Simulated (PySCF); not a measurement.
C₃HBrClF, SMILES C(=CF)=C(Br)Cl. Geometry optimised at B3LYP-D3(BJ)/def2-SVP. This is a generated structure with no PubChem entry under its InChIKey; it may be hypothetical.

Computed equilibrium geometry at B3LYP-D3(BJ)/def2-SVP (PySCF confirms it by a frequency run) as Cartesian coordinates in Å:
```xyz
7

F     -3.3810    -0.6715     0.4361
C     -2.5601     0.1097    -0.2723
C     -1.2611    -0.0587    -0.3146
C      0.0364    -0.1730    -0.3825
Cl     0.8499    -1.1389    -1.5782
Br     1.1938     0.7210     0.8438
H     -3.0926     0.9018    -0.8115
```
Charge 0, spin multiplicity 1.
